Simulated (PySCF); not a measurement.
# Telling isomers of C₉H₉N apart by NMR

Theory: shieldings: GIAO PBE0/pcSseg-1, geometry from GFN2-xTB, in PySCF (averaged over atoms made equivalent by symmetry, fast rotation or ring inversion, in vacuum, non-relativistic, one computed conformer).

δ = σ(ref) − σ, references computed at the same level: TMS for 1H (σref 31.72) and 13C (σref 186.93). Where no couplings were computed, multiplicities follow the n + 1 count of equivalent neighbours, and m marks all less simple cases (inequivalent or close neighbours, rings, F or P nearby). Shifts are as computed. Against solution values, carbons near 30 ppm lie about +3 ppm off and those near 130 ppm about +5 ppm. Of 1211 compounds with measured shifts, 218 miss one by over three times the rms of a fit or turn the order of signals round; such compounds aren't used in these exercises. OH and NH positions are gas-phase values without hydrogen bonding to other molecules.

(1) Tabulate the signals of `C=C=C(C)c1ccncc1`, `C=C1C=CC([C@@H](C)C#N)=C1`, `NCC#Cc1ccccc1`, `[H]\N=C/C1=C/C=C\C=C/C=C\1` and their relative energies.

(2) What is the quickest way to tell C=C1C=CC([C@@H](C)C#N)=C1 from NCC#Cc1ccccc1?

(3) What is the quickest way to tell C=C1C=CC([C@@H](C)C#N)=C1 from [H]\N=C/C1=C/C=C\C=C/C=C\1?

(4) What is the quickest way to tell C=C=C(C)c1ccncc1 from NCC#Cc1ccccc1?

## Answers

(1) 
```tsv
SMILES	carbon types	δC	δH	E rel. (kcal/mol)
C=C=C(C)c1ccncc1	3×C 4×CH 1×CH2 1×CH3	223.8, 155.9, 148.2, 124.3, 104.7, 82.2, 18.5	8.92 (d, 2H), 7.43 (d, 2H), 5.46 (s, 2H), 2.19 (s, 3H)	0.0
C=C1C=CC([C@@H](C)C#N)=C1	3×C 4×CH 1×CH2 1×CH3	159.2, 153.2, 139.2, 134.7, 133.5, 126.5, 125.3, 27.5, 22.4	6.91 (d, 1H), 6.52 (d, 1H), 6.25 (m, 1H), 6.23 (m, 1H), 6.14 (s, 1H), 3.45 (q, 1H), 1.51 (d, 3H)	4.2
NCC#Cc1ccccc1	3×C 5×CH 1×CH2	138.0, 133.7, 132.8, 128.3, 101.8, 91.2, 36.6	7.72 (m, 2H), 7.59 (m, 2H), 7.52 (m, 1H), 3.83 (s, 2H), 0.98 (br s, 2H)	2.6
[H]\N=C/C1=C/C=C\C=C/C=C\1	1×C 8×CH	172.4, 148.5, 147.2, 146.0, 142.1, 141.4, 140.6, 139.9, 137.7	10.79 (br s, 1H), 8.08 (s, 1H), 6.51 (m, 1H), 6.40 (m, 1H), 6.37 (m, 1H), 6.28 (m, 1H), 6.25 (m, 1H), 6.14 (m, 1H), 6.13 (d, 1H)	22.0
```

Energies are electronic energies at PBE0/pcSseg-1 on these geometries, without zero-point or thermal terms, each for the one conformer computed, which needn't be the lowest.

(2) Count the carbon signals: 9 against 7. The first has a terminal =CH2 carbon at 134.7 ppm, the second a propargylic sp3 CH2 bonded to N at 36.6 ppm. Their most deshielded carbons lie at 159.2 and 138.0 ppm. In the proton spectra the most deshielded non-exchanging signals are 6.91 (d, 1H) and 7.72 (m, 2H).

(3) Both give the same number of carbon signals, but DEPT or the intensities differ. The first has a terminal =CH2 carbon at 134.7 ppm, the second a C=N carbon (CH) at 172.4 ppm. Their most deshielded carbons lie at 159.2 and 172.4 ppm. In the proton spectra the most deshielded non-exchanging signals are 6.91 (d, 1H) and 8.08 (s, 1H).

(4) Both give the same number of carbon signals, but DEPT or the intensities differ. The first has a central carbon of an allene (C) at 223.8 ppm, the second a propargylic sp3 CH2 bonded to N at 36.6 ppm. Their most deshielded carbons lie at 223.8 and 138.0 ppm. In the proton spectra the most deshielded non-exchanging signals are 8.92 (d, 2H) and 7.72 (m, 2H).
